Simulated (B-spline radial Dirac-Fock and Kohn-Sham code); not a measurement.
# The L3 (2p3/2) hole of mercury ions: width and yield against charge

These are calculated numbers from a radial B-spline solver; the model is one-electron (LDA, Dirac) transition rates at Dirac-Fock energies. Tabulated ground configurations, configuration averages; single configurations, so decays that open only by mixing (as 1s 2s² with 1s 2p² in Be-like ions) are missing and such tiny yields are far too low.

```csv
ion,configuration,radiative (eV),non-radiative (eV),yield
Hg,[Xe] 4f14 5d10 6s2,1.83,3.90,0.320
Hg⁺,[Xe] 4f14 5d10 6s1,1.83,3.90,0.320
Hg²⁺,[Xe] 4f14 5d10,1.83,3.90,0.320
Hg³⁺,[Xe] 4f14 5d9,1.83,3.90,0.320
Hg⁴⁺,[Xe] 4f14 5d8,1.83,3.90,0.319
Hg⁵⁺,[Xe] 4f14 5d7,1.83,3.89,0.319
Hg⁶⁺,[Xe] 4f14 5d6,1.83,3.89,0.319
Hg⁷⁺,[Xe] 4f14 5d5,1.82,3.89,0.319
```
